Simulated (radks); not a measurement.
Results of a calculation; reference values are marked as such.
Charge is removed step by step from the 5s1/2 level of Cs3+, starting from [Kr] 4d10 5s2 5p4. Code: a radial shooting solver on a logarithmic mesh with Libxc functionals. Model: Dirac Kohn-Sham, PBE, spin-unpolarised, spherical densities, finite nucleus; open shells are shared between the two j in proportion to 2j + 1; Fermi nuclear charge, rms radius 4.8041 fm.

removed (e) = 0: E - E(0) (eV) 0.000; eigenvalue (eV) -53.971; E minus straight line (eV) 0.000
removed (e) = 0.1: E - E(0) (eV) 5.459; eigenvalue (eV) -55.217; E minus straight line (eV) -0.568
removed (e) = 0.2: E - E(0) (eV) 11.043; eigenvalue (eV) -56.467; E minus straight line (eV) -1.011
removed (e) = 0.3: E - E(0) (eV) 16.753; eigenvalue (eV) -57.724; E minus straight line (eV) -1.329
removed (e) = 0.4: E - E(0) (eV) 22.588; eigenvalue (eV) -58.986; E minus straight line (eV) -1.521
removed (e) = 0.5: E - E(0) (eV) 28.550; eigenvalue (eV) -60.253; E minus straight line (eV) -1.587
removed (e) = 0.6: E - E(0) (eV) 34.639; eigenvalue (eV) -61.525; E minus straight line (eV) -1.526
removed (e) = 0.7: E - E(0) (eV) 40.856; eigenvalue (eV) -62.803; E minus straight line (eV) -1.337
removed (e) = 0.8: E - E(0) (eV) 47.200; eigenvalue (eV) -64.085; E minus straight line (eV) -1.020
removed (e) = 0.9: E - E(0) (eV) 53.673; eigenvalue (eV) -65.373; E minus straight line (eV) -0.574
removed (e) = 1: E - E(0) (eV) 60.275; eigenvalue (eV) -66.665; E minus straight line (eV) 0.000

Removing the whole electron costs 60.275 eV by Delta-SCF, against 53.971 eV from minus the eigenvalue at the starting occupation. Slater's transition state (half an electron removed) gives 60.253 eV. Integrating minus the eigenvalue over the occupation (Janak's theorem) gives 60.275 eV. The mean slope of the eigenvalue, de/dn, is 12.7 eV per electron.
